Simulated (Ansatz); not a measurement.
Geometry optimisation, RKS BLYP-D4/6-31G* in Ansatz 0.2.0.

The input (input.yaml):

```yaml
crystal:
  periodic: [false, false, false]
  atoms:
    - { symbol: Al, position_ang: [-0.146497, 0.593707, -0.350767] }
    - { symbol: F, position_ang: [-0.456527, 0.062499, 2.461892] }
    - { symbol: H, position_ang: [1.235276, -0.166141, -0.554633] }
    - { symbol: "N", position_ang: [-1.633702, -0.019593, -1.137539] }
    - { symbol: H, position_ang: [-1.69372, -0.920673, -1.61383] }
    - { symbol: H, position_ang: [-2.560845, 0.400842, -1.068074] }
    - { symbol: P, position_ang: [-0.225117, 2.755705, 0.444706] }
    - { symbol: H, position_ang: [-1.476193, 2.67181, 1.148614] }
    - { symbol: H, position_ang: [0.58978, 2.581023, 1.618557] }
    - { symbol: H, position_ang: [-0.424754, 1.001121, 2.384674] }
basis:
  gaussian: { orbitals: "6-31G*" }
hamiltonian:
  xc: blyp
  dispersion: d4
relax:
  f_tol: 0.03
  max_steps: 50
```

Run as:

```bash
$ ansatz run input.yaml --threads 1 --pin off --max-ram 2048MiB --backend cpu --events-out ev --progress --plain --runs-dir out
```

Where does it end, and by what steps?

It converged. The force dipped under the threshold on the way, but the program's further checks kept it going. After 12 steps the energy has fallen by 0.301 eV; F2 moved furthest, 0.56 Å. Joined: Al1–F2 (2.88 → 2.08 Å).

```json
{"step": "0", "energy less start (eV)": "0.0000", "largest force component (eV/Å)": "0.772", "accepted": "yes"}
{"step": "1", "energy less start (eV)": "-0.1078", "largest force component (eV/Å)": "1.065", "accepted": "yes"}
{"step": "2", "energy less start (eV)": "-0.2166", "largest force component (eV/Å)": "0.771", "accepted": "yes"}
{"step": "3", "energy less start (eV)": "-0.2815", "largest force component (eV/Å)": "0.345", "accepted": "yes"}
{"step": "4", "energy less start (eV)": "-0.2496", "largest force component (eV/Å)": "0.469", "accepted": "no"}
{"step": "5", "energy less start (eV)": "-0.2966", "largest force component (eV/Å)": "0.080", "accepted": "yes"}
{"step": "6", "energy less start (eV)": "-0.2986", "largest force component (eV/Å)": "0.061", "accepted": "yes"}
{"step": "7", "energy less start (eV)": "-0.3001", "largest force component (eV/Å)": "0.057", "accepted": "yes"}
{"step": "8", "energy less start (eV)": "-0.3003", "largest force component (eV/Å)": "0.099", "accepted": "yes"}
{"step": "9", "energy less start (eV)": "-0.3007", "largest force component (eV/Å)": "0.036", "accepted": "yes"}
{"step": "10", "energy less start (eV)": "-0.3010", "largest force component (eV/Å)": "0.015", "accepted": "yes"}
{"step": "11", "energy less start (eV)": "-0.3008", "largest force component (eV/Å)": "0.041", "accepted": "no"}
{"step": "12", "energy less start (eV)": "-0.3012", "largest force component (eV/Å)": "0.008", "accepted": "yes"}
```

```xyz
10
Properties=species:S:1:pos:R:3
Al -0.171 0.446 -0.107
F -0.400 -0.015 1.905
H 1.228 -0.240 -0.424
N -1.644 -0.066 -0.996
H -1.686 -0.897 -1.587
H -2.558 0.386 -0.962
P -0.183 2.789 0.515
H -1.492 2.866 1.109
H 0.502 2.737 1.786
H -0.387 0.954 2.095
```

Whether the end is a true minimum wasn't checked by a vibrational analysis.

Run time: 24 s on 1 thread of Intel(R) Xeon(R) 6975P-C (Granite Rapids), with other jobs on the host, peak memory 0.16 GiB.
